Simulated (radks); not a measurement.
Valence configurations of Ta II (all share [Xe]). All-electron calculation, Dirac Kohn-Sham, LDA (Slater exchange, Perdew-Wang correlation), spin-unpolarised, spherical densities, finite nucleus; open shells are shared between the two j in proportion to 2j + 1; Fermi nuclear charge, rms radius 5.3507 fm. Program: a radial shooting solver on a logarithmic mesh with Libxc functionals. Energies are relative to 4f14 5d3 6s1; eigenvalues in eV.

valence           E (eV)  e(4f5/2)  e(4f7/2)  e(5d3/2)  e(5d5/2)  e(6p1/2)
4f14 5d2 6s2      -0.778   -35.814   -33.826   -12.791   -12.086         -
4f14 5d3 6s1       0.000   -33.257   -31.271   -11.148   -10.504         -
4f14 5d4           1.452   -31.026   -29.040    -9.712    -9.123         -
4f14 5d2 6s1 6p1   4.687   -37.285   -35.297   -14.013   -13.285    -8.660
4f14 5d3 6p1       5.132   -34.697   -32.710   -12.355   -11.688    -8.092
4f13 5d4 6s1      24.977   -41.935   -39.862   -12.518   -11.761         -
4f13 5d3 6s2      25.170   -44.702   -42.626   -14.330   -13.509         -
4f13 5d3 6s1 6p1  30.879   -46.166   -44.090   -15.580   -14.738    -8.903
4f13 5d2 6s1 6p2  38.627   -50.623   -48.545   -18.727   -17.800   -10.162
4f12 5d3 6s1 6p2  73.784   -60.167   -58.001   -20.420   -19.377   -10.396

NIST lists [Xe] 4f14 5d3 6s1 as the ground configuration; this level of theory puts 4f14 5d2 6s2 lower, by 0.778 eV. The energies are those of spherical spin-averaged densities, not of single terms.
